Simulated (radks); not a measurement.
Results of a calculation; reference values are marked as such.
Task: Ge3+, 29 electrons, occupied as [Ar] 3d10 4s1. Code: a radial shooting solver on a logarithmic mesh with Libxc functionals. Model: non-relativistic Kohn-Sham, PBE, spin-polarised, spherical densities, point nucleus; open shells are filled with parallel spins first. Some entries of the table are withheld. Estimate them.

orbital  occ.  eigenvalue (Ry)  <1/r> (bohr^-1)  <r> (bohr)
1s up       1        -796.5436            31.50     0.04785
1s down     1        -796.5378            31.50     0.04786
2s up       1        -100.7599            6.920      0.2138
2s down     1        -100.7575            6.920      0.2139
2p up       3        -89.97992            6.891      0.1853
2p down     3        -89.97685            6.891      0.1853
3s up       1        -14.46387            2.232         (1)
3s down     1        -14.45463            2.233         (2)
3p up       3        -10.89329            2.109         (3)
3p down     3        -10.88210            2.111         (4)
3d up       5         -4.69310            1.796      0.7240
3d down     5         -4.67299            1.804      0.7189
4s up       1         -2.97885              (5)       1.872
4s down     0         -2.86188              (6)       1.863

Result: 
(1) 3s up <r> (bohr): 0.6350
(2) 3s down <r> (bohr): 0.6345
(3) 3p up <r> (bohr): 0.6515
(4) 3p down <r> (bohr): 0.6506
(5) 4s up <1/r> (bohr^-1): 0.7003
(6) 4s down <1/r> (bohr^-1): 0.7042
